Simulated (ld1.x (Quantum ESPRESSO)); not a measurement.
Values are calculated unless marked as measured or tabulated.
**Potentials for Ru compared**

Generated with ld1.x 7.5 (TM, RRKJ, ultrasoft, PAW), atompaw 4.2 or ONCVPSP 4.0.1. The cutoff is in Ry: for ld1.x and atompaw files where the sum of valence levels is converged to 10 mRy in a Bessel basis, for ONCV files where the hardest occupied wave has 1 mHa per electron of residual kinetic energy. The error is the largest all-electron minus pseudo excitation energy over each file’s own four to seven test configurations (ionisations up to +4, promotions, holes and added fractions of an electron), all of which were solved. The labels leave out finer settings (local radius, basis sizes, second energies), which also bear on the numbers. Spin-polarised tests are not counted. The rows are a selection from randomly drawn settings: files with unsolved tests, undetermined cutoffs or missed reference levels are left out.

A true bound ghost makes a file unfit for plane-wave use even where its test errors are small: the radial tests pick states by their node count and pass the ghost by.

```csv
potential,cutoff (Ry),largest error (meV),bound ghosts
"TM, PBE, scalar-relativistic, rc 2.25/4.05/1.30 (spd), local s, core correction yes, reference 4d7 5s1 5p0",60,-679,none
"TM, LDA (PZ), scalar-relativistic, rc 2.60/2.65/1.45 (spd), local smoothed, core correction yes, reference 4d6.5 5s0 5p0",55,-1115,none
"TM semilocal, PBE, scalar-relativistic, rc 2.85/1.65/1.95/3.05 (spdf), local d, core correction yes, reference 4p6 4d7 5s0.5 5p0",50,-51,none
```

Fill in the row for Ru: TM semilocal, LDA (PZ), scalar-relativistic, rc 2.75/3.15/1.35 (spd), local p, core correction no, reference 4d7 5s1 5p0.

cutoff 55 Ry, largest error -44 meV, bound ghosts: none.

Fill in the row for Ru: PAW, PBEsol, scalar-relativistic, rc 2.65/4.20/2.05 (spd), local smoothed, core correction yes, reference 4d7 5s0.75 5p0.25.

cutoff 25 Ry, largest error -57 meV, bound ghosts: p, s.
